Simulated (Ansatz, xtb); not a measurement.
Reaction (SMILES): N[SiH2]O[SiH2]N + 4 [H][H] (H2) -> 2 N (NH3) + O (H2O) + 2 [SiH4] (SiH4)
Geometries: B3LYP-D3(BJ)/def2-TZVP minima from Ansatz (a first-principles code), one conformer each, not searched for the lowest.

Property: energy of full hydrogenation (electronic energy difference), in kJ/mol. Valence correlation only, unless marked. No spin-orbit coupling. No relativistic terms. CBS(X,Y): correlation extrapolated as X^-3; Hartree-Fock from the larger set.

```json
[
 {"level": "GFN2-xTB", "program": "xtb", "energy of full hydrogenation (kJ/mol)": "171.2"},
 {"level": "HF/aug-cc-pV(D+d)Z", "program": "Ansatz", "energy of full hydrogenation (kJ/mol)": "118.5"}
]
```

Problem. Predict the CCSD(T)/CBS(cc-pV(T+d)Z,cc-pV(Q+d)Z) result (Ansatz).

Solution. 251.0 kJ/mol
